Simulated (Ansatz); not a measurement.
Cost and result up the ladder for InH2(OiPr) (C₃H₉InO) (14 atoms). The state is a singlet with charge 0. Geometry: r2SCAN-D4/def2-SVP.

```xyz
14

C     0.7402   -0.3485    0.2271
C     0.9044   -0.0353   -1.2582
C    -0.2967   -1.4440    0.4635
In   -1.1950    1.9660    0.7867
O     0.4464    0.8114    0.9687
H    -2.3968    1.5300   -0.3634
H    -1.0459    3.2503    1.9085
H     1.7168   -0.7191    0.6053
H    -0.0553    0.3051   -1.6874
H     1.2334   -0.9183   -1.8305
H     1.6492    0.7639   -1.3966
H    -0.4021   -1.6397    1.5421
H    -1.2809   -1.1343    0.0680
H    -0.0176   -2.3875   -0.0337
```

Ansatz on 4 threads of Arm Neoverse V2 on a shared host. Times are rough, and most runs start from the orbitals of an earlier one. ωB97X-V/def2-TZVP serves as the yardstick here, not as an exact answer. Differences are given only for rows in sets of like size (and for xTB, whose basis is part of the method), since another set adds its own error. Binding counts from free atoms at the same level (C triplet, In doublet, O triplet, H doublet; other spins of the atoms weren't run), without zero-point energy or a counterpoise term.

In the def2 sets In takes a core potential, while STO-3G treats all electrons; there is no spin–orbit coupling. Correlated methods freeze 8 core orbitals; core or outer-core shells of In are correlated, in sets that lack core-valence functions. The rows differ in basis, and correlated rows in double-zeta sets carry the largest basis error. Another isomer (singlet) lies 0.19 eV lower at PBE0-D4/def2-TZVP; other spin states weren't run for this one.

Correlated methods converge slowly with the basis, most of all in double-zeta sets.

| level | functions | binding energy per atom (eV) | difference from ωB97X-V/def2-TZVP (eV) |
| --- | --- | --- | --- |
| PBE0-D4/def2-TZVP | 228 | 3.64 | -0.01 |
| ωB97X-V/def2-TZVP | 228 | 3.66 | 0.00 |
| r2SCAN-D4/def2-TZVP | 228 | 3.65 | -0.01 |
| CCSD(T)/def2-SVP | 127 | 3.49 | – |
| MP2/def2-TZVP | 228 | 3.54 | -0.12 |
| PBE-D4/def2-SVP | 127 | 3.72 | – |
| PBE-D4/def2-TZVP (with forces) | 228 | 3.70 | 0.04 |
| HF/STO-3G | 56 | 3.52 | – |
| PBE0-D4/def2-SVP | 127 | 3.67 | – |
| revPBE-D4/def2-TZVP | 228 | 3.62 | -0.04 |
| r2SCAN0-D4/def2-TZVP | 228 | 3.60 | -0.05 |

Question: Estimate how long each takes.

Answer: HF/STO-3G 0.3 s; PBE-D4/def2-SVP 1.3 s; PBE0-D4/def2-SVP 1.6 s; revPBE-D4/def2-TZVP 2.1 s; PBE-D4/def2-TZVP (with forces) 2.6 s; MP2/def2-TZVP 3.5 s; PBE0-D4/def2-TZVP 3.8 s; r2SCAN-D4/def2-TZVP 4.4 s; r2SCAN0-D4/def2-TZVP 5.5 s; ωB97X-V/def2-TZVP 8.5 s; CCSD(T)/def2-SVP 17 s. On shared hardware such times vary by a factor of up to 3.
